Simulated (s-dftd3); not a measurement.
H₂O₃P (SMILES O=[P](O)O), doublet, geometry from GFN2-xTB; D3(bj) for b3lyp run with s-dftd3 1.4.0.

Here is a job for s-dftd3.
```
$ s-dftd3 mol.xyz --bj b3lyp --json dftd3.json --noedisp --grad

# file mol.xyz
6

O      1.42718126    -0.12789257     0.47029264
P      0.19930598     0.02167539    -0.31483825
O     -0.89924470    -1.16220641     0.03202880
O     -0.64801295     1.33248531     0.10149128
H     -0.49333564    -2.02094205     0.15200512
H     -1.53564299     1.35672076    -0.25993305
```

Question: Write the output that s-dftd3 gives for this input, abridged.

Answer: 
```
-----------------------------------
 s i m p l e   D F T - D 3  v1.4.0
-----------------------------------

Rational (Becke-Johnson) damping: b3lyp-D3(BJ)
---------------------
  s6         1.0000
  s8         1.9889
  s9         0.0000
  a1         0.3981
  a2         4.4211
 alp        14.0000
--------------------

Dispersion energy:      -6.3538494551967E-03 Eh

Gradient norm:           4.0530977173508E-04 Eh/a0
--------------------------------------------------
     #    Z           dE/dx      dE/dy      dE/dz
--------------------------------------------------
     1    8 O     2.305E-04  3.651E-06  4.732E-05
     2   15 P     4.005E-05  1.228E-05 -1.540E-05
     3    8 O    -6.673E-05 -1.496E-04 -6.224E-06
     4    8 O    -6.500E-05  1.664E-04 -9.133E-06
     5    1 H    -4.535E-05 -1.511E-04  2.962E-06
     6    1 H    -9.351E-05  1.184E-04 -1.952E-05
--------------------------------------------------

Virial:
--------------------------------------------------
      component           x          y          z
--------------------------------------------------
          x       1.143E-03 -1.377E-04  1.975E-04
          y      -1.377E-04  1.628E-03 -8.276E-05
          z       1.975E-04 -8.276E-05  5.952E-05
--------------------------------------------------

[Info] JSON dump of results written to 'dftd3.json'
```
